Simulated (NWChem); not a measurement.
System: C2H10AlNOSi; SMILES [CH3][Al]([CH3])[O][SiH2]N

NWChem input:

```
start job
memory heap 200 mb stack 900 mb global 1100 mb
geometry units angstroms noautoz
  Si    -0.638920    -1.952850     0.002578
  N      0.756914    -2.915460     0.312820
  O     -0.412102    -0.318524     0.010393
  Al    -0.037207     1.346906     0.045348
  C      1.824720     1.878786     0.308545
  C     -1.494150     2.627128    -0.174928
  H     -1.131671    -2.343396    -1.351388
  H     -1.627890    -2.288356     1.069298
  H      1.143686    -2.974236     1.247968
  H      1.487049    -3.003124    -0.384889
  H      1.912635     2.740807     0.990816
  H      2.448397     1.062079     0.704392
  H      2.272654     2.196405    -0.649846
  H     -1.901721     2.914871     0.810584
  H     -1.163893     3.558870    -0.662552
  H     -2.331493     2.210016    -0.756437
end
basis spherical
  * library 6-31g*
end
dft
  xc xpbe96 cpbe96
  iterations 150
  vectors input atomic output neutral.movecs
end
task dft energy
charge 1
dft
  odft
  mult 2
  vectors input atomic output cation.movecs
end
task dft energy
```

Geometry: optimised at PBE0/def2-SVP. Not confirmed as a minimum by frequencies.

Ions are spin-unrestricted doublets at the neutral geometry; other ion states weren't tried.

Question: Predict the main results of this run. (PBE/6-31G* (spherical d), vertical spin-unrestricted ions.) Quantities: vertical ionisation energy, ΔSCF (eV); −ε(HOMO) (eV).

Answer: 
```yaml
vertical ionisation energy, ΔSCF (eV): 8.27
"−ε(HOMO) (eV)": 5.60
```
